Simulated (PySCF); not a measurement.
Cl3H2HfN, SMILES [NH2][Hf]([Cl])([Cl])[Cl], multiplicity 1. Atoms are numbered in the order given.

```xyz
7

Hf     0.0154     0.0609    -0.1072
Cl    -0.1889     1.4463     1.7978
Cl     1.9643    -1.2540     0.0662
Cl    -1.9846    -1.1409    -0.4431
N      0.2566     1.2240    -1.7230
H      1.1494     1.5681    -2.0784
H     -0.4956     1.6067    -2.2971
```

Coordinates come from a B3LYP-D3(BJ)/def2-SVP optimisation. The spin state was assumed, not searched. The structure was generated by enumeration; whether it is a known compound was not checked. The def2 effective core potentials stand for the cores of Hf; spin–orbit coupling is left out. Other conformers were not sampled.

Method: PySCF with r2SCAN/def2-TZVP.

Isolated molecule, no solvent.

Computed frontier levels, gap, dipole moment and polarisability:
```json
{
  "highest_occupied_level": "-7.27 eV",
  "lowest_empty_level": "-2.43 eV",
  "orbital_gap": "4.84 eV",
  "dipole_moment": "2.76 D",
  "quadrupole, principal values (traceless, Buckingham form, about the centre of nuclear charge)": "-8.14, -3.19, 11.33 D·Å",
  "mean_static_polarisability": "83.6 bohr³ (12.39 Å³)",
  "polarisability_principal_values": "78.4, 85.1, 87.3 bohr³"
}
```
